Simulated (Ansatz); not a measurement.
Ansatz (a first-principles code) input (B3LYP/LANL2DZ): The .json file is the Basis Set Exchange's LANL2DZ.

Ansatz 0.2 input:
```yaml
crystal:
  periodic: [false, false, false]
  atoms:
    - {symbol: Ge, position_ang: [-0.00000000, -0.00000000, -1.22905116]}
    - {symbol: Br, position_ang: [0.00000000, 0.00000000, 1.12370392]}
basis:
  gaussian:
    orbitals: LANL2DZ.json
hamiltonian:
  xc: {name: B3LYP}
magnetization: {spin_polarized: true, initial_magnetization: 1}
relax: {f_tol: 0.003, max_steps: 120}
```

Output:

```
Functional definition: B3LYP
integrals: 0.01 GiB planned
282 factors; integrals over basis functions are off by at most 1.2e-4 eV
mean field: 0.07 GiB planned
mean field evaluation 1: about -460.2094 eV, gradient 5.6e0 eV
mean field evaluation 2: about -459.6120 eV, gradient 9.9e0 eV
mean field evaluation 4: about -460.5356 eV, gradient 8.1e-2 eV
mean field evaluation 8: about -460.5350 eV, gradient 3.2e-3 eV
mean field evaluation 16: about -460.5366 eV, gradient 7.5e-2 eV
mean field -460.53504832 eV, -16.9243508637 hartree, gradient 1.4e-5 eV, S^2 0.751130; 1 other end points of the search recorded, 0 dependent functions left out
the calculation of the forces begins
reference -460.53522193 eV, -16.9243572441 hartree; 6, 5 occupied and 10, 11 virtual orbitals, 282 factors
relax step   1: F+E_penalty+E_count = -460.53504832 eV  Δ(F+E_penalty+E_count) = +0.000e0 eV  max|allowed force component| = 1.482e0 eV/Å  Δτ_max = 0.0000 Å  (39 SCF iters, accepted)
these checks for a lower state are left out or cut short: starts, cluster_reference, orbital_swaps, neighbouring_geometries, increment
integrals: 0.01 GiB planned
282 factors; integrals over basis functions are off by at most 1.4e-4 eV
mean field: 0.07 GiB planned
mean field -460.62517318 eV, -16.9276628914 hartree, gradient 8.6e-6 eV, S^2 0.751387; 0 other end points of the search recorded, 0 dependent functions left out
the calculation of the forces begins
reference -460.62534885 eV, -16.9276693470 hartree; 6, 5 occupied and 10, 11 virtual orbitals, 282 factors
relax step   2: F+E_penalty+E_count = -460.62517318 eV  Δ(F+E_penalty+E_count) = -9.012e-2 eV  max|allowed force component| = 2.629e-2 eV/Å  Δτ_max = 0.0674 Å  (26 SCF iters, accepted)
these checks for a lower state are left out or cut short: starts, cluster_reference, orbital_swaps, neighbouring_geometries, increment
integrals: 0.01 GiB planned
282 factors; integrals over basis functions are off by at most 1.4e-4 eV
mean field: 0.07 GiB planned
mean field evaluation 32: about -460.6259 eV, gradient 1.5e-1 eV
mean field -460.62521251 eV, -16.9276643368 hartree, gradient 5.2e-5 eV, S^2 0.751380; 0 other end points of the search recorded, 0 dependent functions left out
the calculation of the forces begins
reference -460.62538814 eV, -16.9276707909 hartree; 6, 5 occupied and 10, 11 virtual orbitals, 282 factors
relax step   3: F+E_penalty+E_count = -460.62521251 eV  Δ(F+E_penalty+E_count) = -3.933e-5 eV  max|allowed force component| = 6.117e-4 eV/Å  Δτ_max = 0.0015 Å  (18 SCF iters, accepted)
integrals: 0.01 GiB planned
282 factors; integrals over basis functions are off by at most 1.4e-4 eV
mean field: 0.07 GiB planned
mean field -460.62521251 eV, -16.9276643368 hartree, gradient 5.2e-5 eV, S^2 0.751380; 2 other end points of the search recorded, 0 dependent functions left out
the calculation of the forces begins
reference -460.62538814 eV, -16.9276707909 hartree; 6, 5 occupied and 10, 11 virtual orbitals, 282 factors
Total energy: -460.62538814 eV, -16.9276707909 hartree
Atom 0 at     0.000000     0.000000    -1.294883 Å, force     0.000000     0.000000    -0.000612 eV/Å
Atom 1 at    -0.000000    -0.000000     1.189536 Å, force    -0.000000    -0.000000     0.000612 eV/Å
Dipole moment:     0.000000    -0.000000    -0.580664 e Å
```

The geometry given is a B3LYP-D3(BJ)/def2-TZVP minimum.
